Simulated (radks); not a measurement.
Task: The mean radii <r> (bohr) of the occupied orbitals of an atom or ion are listed with their occupations. All-electron calculation, Dirac Kohn-Sham, BLYP, spin-unpolarised, spherical densities, finite nucleus; Fermi nuclear charge, rms radius of each element as measured or else 0.836 A^(1/3) + 0.57 fm. Program: a radial shooting solver on a logarithmic mesh with Libxc functionals.

orbital  occ.      <r>
1s1/2       2  0.04255
2s1/2       2   0.1766
2p1/2       1   0.1493

Name the element and its charge. Open shells, if any, fill j = l - 1/2 first.

Result: Z = 35, bromine, charge +30: Br30+ in [He] 2s2 2p1. The 1s radius gives Z: for a bare nucleus <r> = (2 gamma + 1)/(2Z) with gamma = sqrt(1 - (Z/c)^2), 0.04191 bohr for Z = 35, and screening makes it slightly larger (0.04255 here). The occupations add up to 5, and the charge is Z minus that.
